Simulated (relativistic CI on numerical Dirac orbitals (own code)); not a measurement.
## Hyperfine structure of Hg²⁷⁺, mass number 199

Method of calculation: Dirac-Coulomb-Breit CI, orbitals from a KLI potential per configuration, model QED (radiative potential, 1s self-energy scaled to tabulated hydrogen-like ionisation energies), unscaled Slater integrals (own radial code, finite nucleus).

Configurations in the expansion (outside the closed core [Ar] 3d10 4p6 4d10): 4s2 4f7, 4s2 4f6 5s, 4s2 4f5 5s2, 4s 4f8, 4f9. Levels of other configurations are missing.

Nuclear spin I = 1/2, μ = 0.5039 μN (tables of Stone and Pyykkö). The electronic factors are computed for point nuclear moments, without core polarisation or the Bohr-Weisskopf and QED corrections.

```tsv
Level	E (eV)	A (MHz)
4s2 4f7 6P°_3/2	11.0169	-1163
4s2 4f7 6I°_17/2	11.3165	3320
4s2 4f7 6I°_11/2	11.8827	3477
4s2 4f7 6I°_13/2	12.2644	3332
4s2 4f7 6I°_15/2	12.3672	3203
```

Levels with J = 0, under 50 % of one LS term, or S terms without an open s electron are left out. Small factors come from cancelling terms and can be off by tens of per cent or more.

At this charge energies of transitions that change n are usually good to better than 1 %, and those within a shell (Δn = 0) to a few per cent. Terms inside the open d or f shell come out 10 to 20 % too wide with unscaled integrals.

(1) Give the hyperfine levels of 4s2 4f7 6P°_3/2 relative to its centre of gravity.

Results:

(1) With K = F(F + 1) − I(I + 1) − J(J + 1), E = AK/2: F = 1: 1453, F = 2: -871.9 MHz.

LS names give the leading component of a level, which can be under half, so a name can repeat, a term be missing and a line seem to break the LS rules.
